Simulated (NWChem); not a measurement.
1,3,5-triazine (C3H3N3); SMILES c1ncncn1

```xyz
9

C     -0.3827    -1.2366     0.0000
N     -1.3416    -0.3049     0.0000
C     -0.8796     0.9498     0.0000
N      0.4068     1.3143     0.0000
C      1.2623     0.2869     0.0000
N      0.9349    -1.0095     0.0000
H     -0.7045    -2.2767     0.0000
H     -1.6194     1.7484     0.0000
H      2.3239     0.5283     0.0000
```
Atoms are numbered in this order, from 1.

All runs: NWChem. Structure relaxed at the B3LYP/6-31G* (spherical d) level. Level: M05-2X/def2-SVP with SMD (1 M gas to 1 M solution), gas-phase geometry.

For solvent 1-octanol:

```yaml
solvation free energy (kcal/mol): -8.4
cavity-dispersion-structure term (kcal/mol): -1.8
```

### Question
Estimate the same quantities for solvent N,N-dimethylformamide.

### Answer
| Property | Value |
|---|---|
| solvation free energy (kcal/mol) | -10.9 |
| cavity-dispersion-structure term (kcal/mol) | -3.7 |
